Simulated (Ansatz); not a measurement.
Coupled-cluster diagnostics for the cluster Pb₂O₄, Ansatz.

Geometry of the singlet (PBE-D4/def2-SVP):

```xyz
6

Pb   -0.353   -1.191   -1.088
Pb    0.353    1.191    1.088
O    -0.146    1.152   -1.215
O    -1.245   -0.539    0.993
O     0.146   -1.152    1.215
O     1.245    0.539   -0.993
```

In the def2 sets Pb takes a core potential; there is no spin–orbit coupling. Correlated methods freeze 12 core orbitals; core or outer-core shells of Pb are correlated, in sets that lack core-valence functions. The structure holds 2 bonds between oxygen atoms, so isomers without such links may lie far lower. Another isomer (triplet) lies 0.98 eV lower at PBE0-D4/def2-TZVP; other spin states weren't run for this one.

Problem. Estimate the CCSD(T) correlation energy, the shares of MP2 and (T), T1 and the reference's ⟨S²⟩ for: charge 0, singlet, own geometry in def2-SVP; and the rough time on 4 threads of Arm Neoverse V2 on a shared host.

Solution. 
```json
{"state": "charge 0, singlet, own geometry", "basis": "def2-SVP", "correlation (eV)": "-27.528", "MP2 share (%)": "95.2", "(T) share (%)": "4.1", "T1": "0.026", "⟨S²⟩ (pure)": "0.00 (0.00)", "wall time": "16 s", "remarks": "large T1 (0.026), restricted SCF unstable"}
```
Customary marks for T1 are 0.02 (closed shells), 0.045 (open shells) and about 0.05 (3d metals). T1 exceeds 0.02 in 1 of 1 rows and 0.045 in 0; the higher it lies, the less the single-reference result can be trusted.
